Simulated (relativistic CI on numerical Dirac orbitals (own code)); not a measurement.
## Mn2+: resonant inelastic scattering at the L2,3 edge

Computed with this model: Dirac-Coulomb-Breit CI, orbitals from a KLI potential per configuration, a model potential for QED, valence Slater integrals scaled by 0.9, Kramers-Heisenberg scattering through one core-hole configuration in a parametric crystal field; configurations [Ar] 3d5 → [He] 2s2 2p5 3s2 3p6 3d6; 10 K; core-hole width 0.6 eV; summed over polarisations. Incident energies are the highest absorption maxima for each field (at most a few, so the weaker spin-orbit partner edge can be absent), on the computed scale of the free ion. Intensities are in per cent of the strongest line above 0.02 eV; levels within 1 cm⁻¹ are merged; final levels count from the ground level, the first row holds all elastic scattering, lines under 0.4 are left out and each table stops after 24 rows. The scale of the Slater integrals is a model choice and moves the terms in proportion.

Field parameters in Wybourne normalisation: Oh B⁴₀ = 21Dq, B⁴₄ = √(5/14) B⁴₀. The field is a parameter set, without covalency.

S is read from ⟨S²⟩ = S(S + 1).

Oh, 10Dq = 3250 cm⁻¹:

```
Final level (eV)  Degeneracy  Irrep     S  642.3 eV  643.6 eV  654.6 eV
           0.000           6  Γ7+Γ8  2.50    3086.1     601.2     229.7
           3.309           2     Γ7  1.50       5.3       5.8       1.4
           3.310           4     Γ8  1.50      16.9      15.7       6.8
           3.314           4     Γ8  1.50      16.2       3.9       2.0
           3.318           2     Γ6  1.50      17.6       1.4       5.8
           3.468           2     Γ7  1.50       4.6       1.5       0.6
           3.471           4     Γ8  1.50      16.0       5.4       6.4
           3.474           2     Γ6  1.50       1.3       0.7       0.7
           3.474           4     Γ8  1.50       7.8       2.0       3.8
           3.502           4     Γ8  1.50       5.2       4.2       1.5
           3.502           2     Γ7  1.50       2.2       1.7       0.7
           3.503           4     Γ8  1.50      14.8       4.0       7.9
           3.503           2     Γ6  1.50       9.8       3.5       4.3
           4.199           4     Γ8  1.50      36.2      30.1      33.8
           4.206           2     Γ7  1.50      12.4      14.8      15.8
           4.210           4     Γ8  1.50      43.0      19.7       4.2
           4.220           2     Γ6  1.50      30.2       8.3       1.3
           4.308           2     Γ6  1.50       6.1      13.9      41.7
           4.320           4     Γ8  1.50      18.9      27.1      83.9
           4.332           2     Γ7  1.50      10.2       9.2      65.7
           4.332           4     Γ8  1.50      44.7      23.5      53.5
           4.374           2     Γ6  1.50       3.5       5.0      41.7
           4.381           4     Γ8  1.50      19.5      22.9      49.6
           4.384           2     Γ7  1.50      18.1      11.9      14.4
```

Oh, 10Dq = 7350 cm⁻¹:

```tsv
Final level (eV)	Degeneracy	Irrep	S	641.2 eV	642.3 eV	643.5 eV
0.000	6	Γ7+Γ8	2.50	934.8	7506.3	1482.4
2.873	2	Γ7	1.50	1.9	9.6	18.9
2.874	4	Γ8	1.50	4.7	31.2	42.9
2.881	4	Γ8	1.50	2.2	28.2	24.8
2.886	2	Γ6	1.50	1.3	30.3	6.8
3.324	2	Γ7	1.50	0.3	7.9	10.7
3.329	4	Γ8	1.50	0.8	33.0	30.5
3.338	2	Γ6	1.50	1.7	4.3	8.8
3.339	4	Γ8	1.50	1.3	21.7	13.8
3.501	4	Γ8	1.50	0.7	15.4	16.1
3.502	2	Γ7	1.50	0.7	5.0	3.3
3.503	6	Γ6+Γ8	1.50	3.9	46.8	19.1
3.892	2	Γ7	0.51	0.0	1.2	2.7
3.950	4	Γ8	0.51	0.0	1.0	3.3
4.141	4	Γ8	1.50	1.9	82.8	100.0
4.145	2	Γ6	1.50	0.5	14.4	59.2
4.172	4	Γ8	1.50	6.2	33.9	73.5
4.187	2	Γ7	1.49	5.9	16.2	24.0
4.363	2	Γ7	1.50	1.2	16.3	38.2
4.367	4	Γ8	1.50	2.9	32.2	56.3
4.370	2	Γ6	1.50	1.3	11.0	24.6
4.460	2	Γ7	0.51	0.1	0.8	0.9
4.480	4	Γ8	0.51	0.0	0.4	1.4
4.510	2	Γ6	0.51	0.0	0.1	0.6
```

For the first field the strongest loss at the lowest incident energy is the level at 4.33 eV (S = 1.50, against 2.50 in the thermal ground state). Levels of other spin, the first over 8 % at 3.31 eV, appear because spin-orbit coupling of the core hole, and in heavier ions of the valence shell too, mixes spins.
